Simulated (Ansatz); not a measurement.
```xyz
12

O     1.3069   -1.2083   -0.1805
C     0.3679   -0.1466   -0.0643
Si   -1.3352   -0.5851   -0.6435
F    -1.3198   -0.8292   -2.2282
B     0.8869    1.2925    0.0160
C     0.3698    0.6340    1.2750
H     1.7101   -1.1538   -1.0518
H    -1.7939   -1.8477   -0.0163
H    -2.2775    0.5274   -0.3559
H     1.5368    2.1408   -0.4921
H    -0.5951    0.8037    1.7431
H     1.1433    0.3726    1.9984
```

Charge 0, multiplicity 1.

List the PBE0/def2-TZVPP orbital energies in eV (Ansatz). (An estimate is asked.)

The calculation gave: Occupied: -1803.36, -673.64, -523.17, -279.46, -278.40, -185.29, -145.59, -100.30, -100.23, -100.22, -33.01, -29.01, -22.46, -17.14, -15.63, -15.15, -13.68, -12.78, -12.54, -12.45, -11.90, -11.73, -10.58, -9.63, -9.43, -8.16, -7.14. Lowest empty: -1.93, 0.29, 0.92, 1.62, 1.69, 1.94, 2.33, 2.57.
